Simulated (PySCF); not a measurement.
Unknown compound

An unknown has the formula C5H9FOSi. Its calculated NMR data are:

$^{1}$H NMR (600 MHz, computed): δ 5.40 (s, 2H), 5.29 (s, 2H), 3.99 (t, 3H), 1.64 (m, 2H).

$^{13}$C{$^{1}$H} NMR (computed): δ 159.6 (C), 116.2 (C), 77.6 (CH2), 76.3 (CH2), 14.9 (CH2).

PySCF 2.14.0 with density-fitted response routines calculation with structure optimised with GFN2-xTB and σ from GIAO-PBE0/pcSseg-1; no relativistic terms, a single conformation, isolated molecule, averaged over atoms made equivalent by symmetry, fast rotation or ring inversion.

Scale: $^{1}$H and $^{13}$C vs TMS (reference shieldings calculated alike).

Choose the structure that fits.
A. FC(C[SiH3])=C1COC1
B. O=C(F)[C@H]1C[C@H]([SiH3])C1
C. CC[SiH2]/C(F)=C\C=O

Results:

A. 

The formula gives 2 degrees of unsaturation (1 ring in the answer). 5 carbon signals for 5 carbons: no two carbons are equivalent. Carbon types of the structure: 2 × C, 3 × CH2, leaving 3 H on heteroatoms. δC 159.6, 116.2: fully substituted alkene carbon; the olefinic region. δC 77.6, 76.3: allylic sp3 CH2 bonded to O; deshielded by the electronegative neighbour. δC 14.9: allylic sp3 CH2 bonded to Si. δH 5.40, 5.29: hydrogen on an allylic sp3 CH2 bonded to O; its carbon carries O, which withdraws density. δH 1.64: hydrogen on an allylic sp3 CH2 bonded to Si; allylic position.

The others: CC[SiH2]/C(F)=C\C=O would give 5 signals for carbon-bound and other non-exchanging H, not 4; O=C(F)[C@H]1C[C@H]([SiH3])C1 would give 4 carbon signals, not 5.

Splittings by $^{19}$F in the carbon and heteronuclear signals aren't shown, as no couplings were computed. Shifts are as computed. Against solution values, carbons near 30 ppm lie about +3 ppm off and those near 130 ppm about +5 ppm. Of 1309 compounds with measured shifts, 239 miss one by over three times the rms of a fit or turn the order of signals round; such compounds aren't used in these exercises. Multiplicities follow the n + 1 count of equivalent neighbours, as no J values were calculated; m marks all less simple cases, F and P coupling included.
